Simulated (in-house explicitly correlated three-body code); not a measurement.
Computed with an exponentially correlated three-body code. Model: two electrons around a point charge, non-relativistic, variational in 260 exponentially correlated functions (energies converged to about 1e-7 hartree, or 1e-8 relative for large Z).

For two electrons in a singlet the Kohn-Sham orbital is the square root of half the density, so the exact Kohn-Sham potential and energy parts follow from the density alone, and exchange is minus half the Hartree energy. The Kohn-Sham level equals minus the binding energy of the second electron.

Command:
```bash
python run_hyl.py task.json out
```
Settings (lengths in bohr, energies in hartree):
```
Z                      1.17
interaction_strength   1
functions              260
states_tried           13
```

Time taken, with all properties: 65 s on 1 thread of Arm Neoverse N1 (shared host).

**Converged states only, values per electron or pair.**

Given: nuclear charge 1.17.

```json
{"term": "1 1S", "mean r (bohr)": "1.9791", "mean r squared (bohr²)": "5.8059", "mean inverse r (1/bohr)": "0.85759", "mean r12 (bohr)": "3.1463", "mean inverse r12 (1/bohr)": "0.42693", "mean cosine": "-0.099818", "mean p1 dot p2 (bohr⁻²)": "0.05448", "delta r1 (bohr⁻³)": "0.28663", "delta r12 (bohr⁻³)": "0.007702"}
{"term": "2 3S", "mean r (bohr)": "8.3258", "mean r squared (bohr²)": "146.07", "mean inverse r (1/bohr)": "0.62726", "mean r12 (bohr)": "15.45", "mean inverse r12 (1/bohr)": "0.08212", "mean cosine": "-0.009831", "mean p1 dot p2 (bohr⁻²)": "0.00050988", "delta r1 (bohr⁻³)": "0.2557", "delta r12 (bohr⁻³)": "-"}
{"term": "2 1S", "mean r (bohr)": "?", "mean r squared (bohr²)": "?", "mean inverse r (1/bohr)": "?", "mean r12 (bohr)": "?", "mean inverse r12 (1/bohr)": "?", "mean cosine": "?", "mean p1 dot p2 (bohr⁻²)": "?", "delta r1 (bohr⁻³)": "?", "delta r12 (bohr⁻³)": "?"}
{"term": "2 1P", "mean r (bohr)": "15.27", "mean r squared (bohr²)": "515.08", "mean inverse r (1/bohr)": "0.60636", "mean r12 (bohr)": "29.296", "mean inverse r12 (1/bohr)": "0.042718", "mean cosine": "-0.0028601", "mean p1 dot p2 (bohr⁻²)": "0.00013811", "delta r1 (bohr⁻³)": "0.25488", "delta r12 (bohr⁻³)": "4.1612e-07"}
{"term": "3 3S", "mean r (bohr)": "?", "mean r squared (bohr²)": "?", "mean inverse r (1/bohr)": "?", "mean r12 (bohr)": "?", "mean inverse r12 (1/bohr)": "?", "mean cosine": "?", "mean p1 dot p2 (bohr⁻²)": "?", "delta r1 (bohr⁻³)": "?", "delta r12 (bohr⁻³)": "-"}
{"term": "3 1S", "mean r (bohr)": "28.672", "mean r squared (bohr²)": "1796.6", "mean inverse r (1/bohr)": "0.59725", "mean r12 (bohr)": "56.081", "mean inverse r12 (1/bohr)": "0.024099", "mean cosine": "-0.0013083", "mean p1 dot p2 (bohr⁻²)": "0.00016822", "delta r1 (bohr⁻³)": "0.25504", "delta r12 (bohr⁻³)": "2.4297e-05"}
{"term": "3 3P", "mean r (bohr)": "36.947", "mean r squared (bohr²)": "3042", "mean inverse r (1/bohr)": "0.59463", "mean r12 (bohr)": "72.627", "mean inverse r12 (1/bohr)": "0.019279", "mean cosine": "-0.00098036", "mean p1 dot p2 (bohr⁻²)": "-6.3836e-05", "delta r1 (bohr⁻³)": "0.25488", "delta r12 (bohr⁻³)": "-"}
{"term": "3 1P", "mean r (bohr)": "37.296", "mean r squared (bohr²)": "3097.1", "mean inverse r (1/bohr)": "0.59447", "mean r12 (bohr)": "73.325", "mean inverse r12 (1/bohr)": "0.018947", "mean cosine": "-0.00083717", "mean p1 dot p2 (bohr⁻²)": "4.789e-05", "delta r1 (bohr⁻³)": "0.25489", "delta r12 (bohr⁻³)": "1.4442e-07"}
{"term": "4 3S", "mean r (bohr)": "49.271", "mean r squared (bohr²)": "5348.1", "mean inverse r (1/bohr)": "0.59227", "mean r12 (bohr)": "97.271", "mean inverse r12 (1/bohr)": "0.014383", "mean cosine": "-0.00063312", "mean p1 dot p2 (bohr⁻²)": "3.2338e-05", "delta r1 (bohr⁻³)": "0.25496", "delta r12 (bohr⁻³)": "-"}
{"term": "4 1S", "mean r (bohr)": "55.329", "mean r squared (bohr²)": "6746.9", "mean inverse r (1/bohr)": "0.59143", "mean r12 (bohr)": "109.39", "mean inverse r12 (1/bohr)": "0.012722", "mean cosine": "-0.00048406", "mean p1 dot p2 (bohr⁻²)": "6.1461e-05", "delta r1 (bohr⁻³)": "0.25496", "delta r12 (bohr⁻³)": "8.9687e-06"}
```

(1) What belongs in the row 2 1S?

(2) What belongs in the row 3 3S?

**Electric-dipole lines between converged S and P states, rate of the upper state's decay.**

| s state | p state | p minus s (eV) | oscillator strength from s | rate (1/s) |
| --- | --- | --- | --- | --- |
| 1 1S | 2 1P | 2.7711 | 0.014065 | 1.5622e+06 |
| 1 1S | 3 1P | 2.826 | 0.0046166 | 533290 |
| 2 1S | 2 1P | ? | ? | ? |
| 2 1S | 3 1P | 0.12879 | 0.0075069 | 1800.9 |
| 3 1S | 2 1P | -0.036627 | -0.44196 | 25728 |
| 3 1S | 3 1P | 0.018275 | 1.3687 | 6611.6 |
| 4 1S | 2 1P | ? | ? | ? |
| 4 1S | 3 1P | -0.012051 | -0.86385 | 5443.9 |
| 2 3S | 3 3P | 0.18409 | 0.056373 | 27632 |
| 3 3S | 3 3P | 0.029041 | 1.2133 | 14800 |
| 4 3S | 3 3P | -0.0084647 | -0.89451 | 2781.1 |

(3) What belongs in the row 2 1S 2 1P?

(4) What belongs in the row 4 1S 2 1P?

**Exact Kohn-Sham parts of the ground state from its density.**

Computed: total energy -0.789913847 hartree; Kohn-Sham kinetic 0.7595 hartree; Hartree energy 0.99567 hartree; exchange energy -0.49784 hartree; DFT correlation energy -0.04049 hartree; exact minus restricted Hartree-Fock -0.0398 hartree; Kohn-Sham level -2.8698 eV; restricted Hartree-Fock level -3.3498 eV; dipole polarisability 38.026 bohr³; C6 of two such species 181.8 hartree·bohr⁶.

(5) What is the potential part of the DFT correlation energy?

(6) What is the kinetic part of the DFT correlation energy?

**Density and exact potentials over r, pair density (one pair, times 4 pi r12^2) and exact minus Kohn-Sham pair density over r12.**

```csv
radius (bohr),radial density (electrons/bohr),exchange potential (hartree),intracule density (1/bohr),Coulomb hole against Kohn-Sham (1/bohr),correlation potential (hartree)
0.191,0.16899,-0.83996,0.0041154,-0.007243,-0.06
0.227,0.21991,-0.83365,0.0059366,-0.009944,-0.056
0.27,0.28228,-0.82527,0.008587,-0.01356,-0.051
0.321,0.3558,-0.81432,0.012412,-0.01829,-0.044
0.381,0.43857,-0.80035,0.01786,-0.02426,-0.037
0.452,0.52791,-0.7827,0.025603,-0.03159,-0.027
0.537,0.61948,-0.7605,0.036627,-0.04026,-0.016
0.638,0.70472,-0.73336,0.051961,-0.04974,-0.004
0.758,0.77387,-0.7009,0.072784,-0.05894,0.009
0.901,?,?,?,?,?
1.07,0.82493,-0.62006,0.13436,-0.06865,0.032
1.27,0.79435,-0.57297,0.17419,-0.06401,0.04
1.51,0.7259,-0.5221,0.21692,-0.05018,0.043
1.79,0.62935,-0.4703,0.25513,-0.02815,0.042
2.13,0.51275,-0.41712,0.28133,-0.001038,0.036
2.53,0.39305,-0.36587,0.28517,0.02315,0.027
3.01,0.28012,-0.31694,0.26116,0.03725,0.018
3.57,0.18566,-0.2727,0.21278,0.03749,0.01
4.24,?,?,?,?,?
5.04,0.05997,-0.19716,0.090298,0.0133,0.002
5.98,0.028349,-0.1668,0.045366,0.003392,0
7.11,0.011295,-0.14052,0.018394,-0.0008476,0
8.44,0.0037465,-0.11845,0.006011,-0.001302,0
```

(7) What belongs in the row 0.901?

(8) What belongs in the row 4.24?

Answers

(1) mean r (bohr): 10.84; mean r squared (bohr²): 249.03; mean inverse r (1/bohr): 0.61696; mean r12 (bohr): 20.455; mean inverse r12 (1/bohr): 0.062092; mean cosine: -0.0058316; mean p1 dot p2 (bohr⁻²): 0.00076928; delta r1 (bohr⁻³): 0.25551; delta r12 (bohr⁻³): 0.00011067.

(2) mean r (bohr): 24.386; mean r squared (bohr²): 1298.2; mean inverse r (1/bohr): 0.59951; mean r12 (bohr): 47.515; mean inverse r12 (1/bohr): 0.02858; mean cosine: -0.001844; mean p1 dot p2 (bohr⁻²): 9.4489e-05; delta r1 (bohr⁻³): 0.25506.

(3) p minus s (eV): 0.073886; oscillator strength from s: 0.8812; rate (1/s): 69580.

(4) p minus s (eV): -0.066954; oscillator strength from s: -0.035623; rate (1/s): 6929.3.

(5) -0.070908 hartree.

(6) 0.030418 hartree.

(7) radial density (electrons/bohr): 0.81684; exchange potential (hartree): -0.66293; intracule density (1/bohr): 0.10021; Coulomb hole against Kohn-Sham (1/bohr): -0.06609; correlation potential (hartree): 0.021.

(8) radial density (electrons/bohr): 0.11176; exchange potential (hartree): -0.23261; intracule density (1/bohr): 0.15053; Coulomb hole against Kohn-Sham (1/bohr): 0.02701; correlation potential (hartree): 0.005.

The correlation energy of density-functional theory lies 0.69 millihartree below exact minus Hartree-Fock, because the Hartree-Fock density, unlike the exact one, minimises the Hartree-Fock energy.
